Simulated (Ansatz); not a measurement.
Compare A (`C[Te][SiH](N)F`) with its isomer B (`NC([TeH])[SiH2]F`).

Computed with Ansatz on PBE0-D4/def2-TZVP structures; ΔE is electronic, products minus reactants. CCSD(T)/CBS is the MP2 limit (def2-TZVPP, def2-QZVPP) plus CCSD(T) − MP2 in def2-TZVPP, frozen cores. Functionals use def2-TZVPP. B3LYP here is the variant with VWN-RPA as its local correlation; programs differ in this. Elements past krypton have def2 core potentials. For Te outer-core shells are correlated without core-valence functions, which leaves a few kJ/mol of doubt a bond. One conformer a species, not always the lowest.

Problem. Which isomer does CCSD(T)/CBS put lower? Give the gap. (Best estimate.)

Solution. The calculation gave: A, by 47.0 kcal/mol.

Problem. Give E(B) − E(A) in kcal/mol with CCSD/def2-TZVPP, B3LYP, MP2/def2-TZVPP, ωB97M-V, PBE-D4, PBE0-D4, B2PLYP. (Best estimate.)

Solution. The calculation gave: CCSD/def2-TZVPP 46.3, B3LYP 45.3, MP2/def2-TZVPP 47.2, ωB97M-V 46.4, PBE-D4 42.5, PBE0-D4 45.1, B2PLYP 46.2. None reverses the order clearly.

Largest T1 diagnostic: 0.012.

In def2-TZVPP, CCSD(T) changes the Hartree–Fock value by −4.7 kcal/mol (the triples alone add −1.0 kcal/mol) and MP2 by −2.8 kcal/mol. From PBE to PBE0 (25 % exact exchange), in def2-TZVPP and without D4, E(B) − E(A) moves by +2.6 kcal/mol.
